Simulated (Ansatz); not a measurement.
Basis sets compared for Be5S4⁺. The state is a doublet with charge 1. Geometry PBE-D4/def2-SVP. Ansatz on 4 threads of Intel Xeon on a shared host; times are rough, and most runs start from earlier orbitals.

```tsv
atom	x (Å)	y (Å)	z (Å)
Be1	2.0603	0.8207	0.3348
Be2	-1.2960	-1.2961	-0.8683
Be3	-2.0251	0.9119	0.9286
Be4	0.4781	1.7184	1.3669
Be5	1.6219	-1.3163	-1.2005
S6	-2.8466	-0.5418	-0.0279
S7	3.2049	-0.4303	-0.5887
S8	-1.2585	2.3775	1.8929
S9	0.0610	-2.2439	-1.8378
```

Another isomer (doublet) lies 2.12 eV lower at PBE0-D4/def2-TZVP; other spin states weren't run for this one.

| level | functions | energy (Eh) | HOMO (eV) | LUMO (eV) | wall time |
| --- | --- | --- | --- | --- | --- |
| HF/STO-3G | 61 | -1645.2364 | -10.94 | -4.58 | 6 s |
| PBE-D4/def2-SVP | 117 | -1665.1257 | -10.90 | -10.76 | 7 s |
| PBE0-D4/def2-SVP | 117 | -1665.2683 | -11.79 | -10.67 | 12 s |

(1) Estimate the rows for HF/def2-TZVP, PBE-D4/def2-TZVP (with forces), PBE0-D4/def2-TZVP.

Results:

(1) 
| level | functions | energy (Eh) | HOMO (eV) | LUMO (eV) | wall time |
| --- | --- | --- | --- | --- | --- |
| HF/def2-TZVP | 243 | -1663.4208 | -13.32 | -7.45 | 49 s |
| PBE-D4/def2-TZVP (with forces) | 243 | -1665.7616 | -10.74 | -10.60 | 15 s |
| PBE0-D4/def2-TZVP | 243 | -1665.9032 | -11.60 | -10.50 | 30 s |
